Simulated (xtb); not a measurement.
CuI (SMILES [Cu][I]), singlet, geometry from GFN2-xTB (such geometries of metal compounds can be far from the true shape). Base run: GFN2-xTB (xtb).

xtb was given this input:
```
$ xtb mol.xyz --gfn 2 --json

# file mol.xyz
2

Cu    -0.00000000    -0.00000000    -1.55408011
I      0.00000000     0.00000000     0.85034572
```

Variants of this job, named by their change:

```tsv
change	ΔE vs base (kJ/mol)	HOMO-LUMO gap (eV)	dipole (D)	G_solv (kcal/mol)	SCF cycles
base	0.00	5.23	9.48	-	11
acc = 30	0.00	5.23	9.48	-	9
alpb = hexane	-22.59	5.49	9.53	-5.80	10
etemp = 10000	-38.8	4.89	7.46	-	12
file = coord	0.00	5.23	9.48	-	11
alpb = acetone	-30.0	5.44	9.52	-7.44	10
gbsa = thf	-29.8	5.51	9.54	-7.61	10
```

ALPB and GBSA are two models with their own fitted parameters for each solvent, which aren't always the measured dielectric constant.
